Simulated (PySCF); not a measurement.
C₃H₃NO₃S, SMILES N#C/C=C/S(O)(=O)=O.

Geometry: PBE0-D3(BJ)/def2-SVP. Other conformers were not sampled.

All values below come from PBE/def2-TZVP run with PySCF.

Gas-phase values at a fixed geometry.

Computed frontier levels, gap, dipole moment:
```
Quantity                                                                                                         Value
---------------------------------------------------------------------------------------------  -----------------------
highest occupied level                                                                                        -7.85 eV
lowest empty level                                                                                            -3.77 eV
orbital gap                                                                                                    4.07 eV
dipole moment                                                                                                   2.81 D
quadrupole, principal values (traceless, Buckingham form, about the centre of nuclear charge)  -18.82, 1.77, 17.05 D·Å
```
